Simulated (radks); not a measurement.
The numbers below are computed, except where a source is named.
The oxygen anion O2-, [Ne], held by a Watson sphere: a shell of charge +2 at radius R that stands for the Madelung well of a crystal (potential energy -2/R inside, -2/r outside, in hartree with lengths in bohr). Level of theory: scalar-relativistic Kohn-Sham, LDA (Slater exchange, Perdew-Wang correlation), spin-polarised, spherical densities, point nucleus (a radial shooting solver on a logarithmic mesh with Libxc functionals). Response by self-consistent Sternheimer equations with the Hartree and adiabatic LDA kernel, the relativistic mass of each level held fixed and spin-orbit coupling left out. The sphere does not respond.

R (bohr) = 1.94: e(1s) (eV) -504.65; e(2s) (eV) -22.185; e(2p) (eV) -8.096; <r> 2p (bohr) 1.477; sum of <r^2> (bohr^2) 21.31; X-ray form factor at sin(theta)/lambda = 0.2 1/angstrom 6.123; alpha (bohr^3) 13.80
R (bohr) = 2.15: e(1s) (eV) -504.59; e(2s) (eV) -21.274; e(2p) (eV) -7.356; <r> 2p (bohr) 1.526; sum of <r^2> (bohr^2) 22.78; X-ray form factor at sin(theta)/lambda = 0.2 1/angstrom 6.018; alpha (bohr^3) 16.99
R (bohr) = 2.44: e(1s) (eV) -504.39; e(2s) (eV) -20.207; e(2p) (eV) -6.444; <r> 2p (bohr) 1.590; sum of <r^2> (bohr^2) 24.81; X-ray form factor at sin(theta)/lambda = 0.2 1/angstrom 5.906; alpha (bohr^3) 22.51
R (bohr) = 3.32: e(1s) (eV) -503.50; e(2s) (eV) -18.001; e(2p) (eV) -4.378; <r> 2p (bohr) 1.761; sum of <r^2> (bohr^2) 31.16; X-ray form factor at sin(theta)/lambda = 0.2 1/angstrom 5.726; alpha (bohr^3) 50.67
R (bohr) = 3.79: e(1s) (eV) -503.06; e(2s) (eV) -17.255; e(2p) (eV) -3.615; <r> 2p (bohr) 1.844; sum of <r^2> (bohr^2) 34.84; X-ray form factor at sin(theta)/lambda = 0.2 1/angstrom 5.688; alpha (bohr^3) 76.41
